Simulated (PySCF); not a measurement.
Correlation energy of Ge (germanium, neutral)

[Ar] 3d10 4s2 4p2, high-spin 3P determinant. Computed with PySCF 2.14 in Sapporo-DKH3-DZP-2012, with scalar relativity by spin-free X2C-1e. Frozen: [Ar] 3d10; 4 electrons correlated.

MP2 pair energies summed by pair of shells (mhartree):

```csv
pair,energy,share (%)
4s-4p,-24.02,59.0
4s-4s,-12.57,30.9
4p-4p,-4.11,10.1
```

Total MP2 correlation energy: -40.70 mhartree.

Same-spin part -7.21 and opposite-spin part -33.48 mhartree; SCS-MP2 scales them by 1/3 and 6/5 to -42.58 mhartree.

```tsv
level	correlation energy (mhartree)
CCSD	-56.56
(T)	-0.82
CCSD(T)	-57.38
```

Diagnostics: T1 = 0.0079, D1 = 0.0221, largest double amplitude 0.083.

Question: Is a single reference adequate?

Answer: Mostly. T1 lies below 0.03, but a double amplitude of this size points to a near-degeneracy that CCSD handles and MP2 describes poorly.
